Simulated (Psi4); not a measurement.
Sb, charge -1, triplet (all electrons, no relativity) (a gas-phase anion, which may not be bound at this level). Base run: PBE/3-21G (Psi4 1.11).

Here is a job for Psi4.
```
memory 2 GB

molecule {
-1 3
Sb    0.00000000    0.00000000    0.00000000
}

set {
  basis 3-21g
  reference uks
  scf_type pk
}

energy('pbe')
print_variables()
```

Each row names what was changed in the base input (with any setting that the change needs).

| change | E (Eh) | <S^2> | outcome |
|---|---|---|---|
| base | -6288.13104 | 2.000 | converged |
| functional = pbe0 | -6288.31332 | 2.000 | converged |
| functional = b3lyp5 | -6288.51444 | 2.000 | converged |
| functional = blyp | - | - | not converged |
| functional = wb97x | -6288.77491 | 2.001 | converged |
| functional = m06-l | -6288.51495 | 2.001 | converged |
| functional = svwn | - | - | not converged |
| functional = tpssh | -6288.39010 | 2.000 | converged |
| functional = m11 | -6287.68100 | 2.001 | converged |
| functional = wb97x-v | -6288.29481 | 2.001 | converged |
| functional = b3lyp | -6288.72291 | 2.000 | converged |
| functional = hf (with energy('scf')) | -6286.11940 | 2.001 | converged |
| functional = m06 | -6288.53616 | 2.001 | converged |

Absolute energies of different levels of theory aren't comparable as measures of quality.

Open shells are given as the SCF converged; they aren't shown to be the lowest states, and a large step between rows can be another state.

A gas-phase anion may not be bound at this level; its values then depend on the basis.
